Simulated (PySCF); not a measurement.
SeF₆, optimised at HF/6-31G*:

```xyz
7

Se    -0.0172     0.0162     0.0077
F     -0.0219     1.1196    -1.2499
F     -1.0523    -0.9737    -0.8569
F      1.0180     1.0061     0.8723
F     -1.3315     0.7919     0.6932
F     -0.0125    -1.0872     1.2653
F      1.2972    -0.7595    -0.6778
```

Computed with PySCF (xtb for GFN2) and rigid-rotor harmonic-oscillator thermochemistry at 1 bar. 6-31G* has spherical d functions here. All species are closed-shell singlets. B3LYP is the form with VWN-RPA correlation. Se: all electrons, no relativistic terms.

### Question
List the harmonic frequencies (cm⁻¹, unscaled) at this level and at the other levels, each on its own geometry.

### Answer
- HF/6-31G*: 273, 273, 273, 420, 420, 420, 457, 457, 457, 740, 740, 790, 884, 884, 884
- B3LYP/6-31G*: 234, 234, 235, 361, 361, 361, 398, 398, 398, 652, 652, 676, 771, 772, 772
- GFN2-xTB: 181, 181, 181, 295, 295, 295, 305, 305, 305, 446, 482, 482, 486, 486, 486
- PBE/def2-SVP: 243, 243, 243, 360, 360, 360, 402, 402, 402, 629, 629, 656, 744, 744, 744
- PBE0/def2-TZVP: 262, 262, 262, 399, 399, 399, 434, 434, 434, 662, 662, 721, 791, 791, 791
